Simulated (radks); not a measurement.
Polarisability of the gadolinium ion Gd6+, [Kr] 4d10 4f6 5s2 5p4, at imaginary frequency. Method: scalar-relativistic Kohn-Sham, LB94 model potential, spin-polarised, spherical densities, finite nucleus; open shells are filled with parallel spins first (spin-orbit coupling, left out, can overturn this in heavy ions); Fermi nuclear charge, rms radius 5.1569 fm; computed with a radial shooting solver on a logarithmic mesh with Libxc functionals. Response by self-consistent Sternheimer equations with the Hartree and adiabatic LDA kernel, the relativistic mass of each level held fixed and spin-orbit coupling left out.

| w (hartree) | alpha1(iw) (bohr^3) |
|---|---|
| 0.00266 | 3.033 |
| 0.0143 | 3.032 |
| 0.0360 | 3.031 |
| 0.0697 | 3.026 |
| 0.118 | 3.015 |
| 0.186 | 2.989 |
| 0.280 | 2.935 |
| 0.413 | 2.831 |
| 0.605 | 2.636 |
| 0.892 | 2.305 |
| 1.35 | 1.812 |
| 2.12 | 1.223 |
| 3.59 | 0.6859 |
| 6.94 | 0.2975 |
| 17.5 | 0.07546 |

Static values: alpha1 = 3.033 bohr^3 (0.4494 angstrom^3; uncoupled 5.213). C6 = 12.19, triple-dipole C9 = 26.08 atomic units. One-pole (London) frequency 4 C6 / (3 alpha1^2) = 1.767 hartree, against 3.653 for minus the highest occupied eigenvalue.
